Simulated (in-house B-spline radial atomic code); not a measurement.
Radial electron density of Tc²⁺, [Ar] 3d10 4s2 4p5 4d6. Level of theory: non-relativistic BHandHLYP, spin-polarised, spherical fractional occupations, point nucleus; calculated with an all-electron radial atomic-structure program (B-spline basis).

Caution: exact exchange at fractional occupations of open shells leaves self-interaction of up to several eV.

Columns: r (bohr), 4πr²n(r) (electrons per bohr), bar.

```
 0.00156    1.485 #
 0.00191     2.16 #
 0.00233      3.1 ##
 0.00285    4.435 ###
 0.00349    6.294 ####
 0.00427    8.812 ######
 0.00522    12.14 ########
 0.00638    16.41 ###########
 0.00781    21.76 ##############
 0.00955    28.05 ##################
  0.0117    35.05 #######################
  0.0143    42.02 ############################
  0.0175    48.13 ################################
  0.0214    52.21 ##################################
  0.0262     53.4 ###################################
   0.032    51.62 ##################################
  0.0391    48.18 ################################
  0.0479    45.68 ##############################
  0.0586    47.12 ###############################
  0.0716    53.42 ###################################
  0.0876    61.94 #########################################
   0.107    66.81 ############################################
   0.131    63.39 ##########################################
    0.16     53.3 ###################################
   0.196    44.44 #############################
    0.24    44.24 #############################
   0.294    50.06 #################################
   0.359    51.06 ##################################
   0.439    41.04 ###########################
   0.537    25.41 #################
   0.657     14.5 ##########
   0.804    11.79 ########
   0.983    12.48 ########
     1.2    11.42 ########
    1.47    8.059 #####
     1.8    4.495 ###
     2.2    2.077 #
    2.69      0.8 #
    3.29   0.2498 
    4.03  0.05842 
    4.93 0.009554 
    6.03 0.001011
```

On this grid the curve has 4 maxima, near 0.0262, 0.107, 0.359, 0.983 bohr.

The 4p up radial function P(r) = rR(r), positive near the nucleus:

| r (bohr) | P |
| --- | --- |
| 0.00191 | 0.00121 |
| 0.00285 | 0.00264 |
| 0.00427 | 0.005747 |
| 0.00638 | 0.01226 |
| 0.00955 | 0.02565 |
| 0.0143 | 0.05189 |
| 0.0214 | 0.09954 |
| 0.032 | 0.1762 |
| 0.0479 | 0.2757 |
| 0.0716 | 0.3495 |
| 0.107 | 0.2889 |
| 0.16 | -0.0104 |
| 0.24 | -0.432 |
| 0.359 | -0.5016 |
| 0.537 | 0.1016 |
| 0.804 | 0.8828 |
| 1.2 | 0.9968 |
| 1.8 | 0.5072 |
| 2.69 | 0.118 |
| 4.03 | 0.01001 |
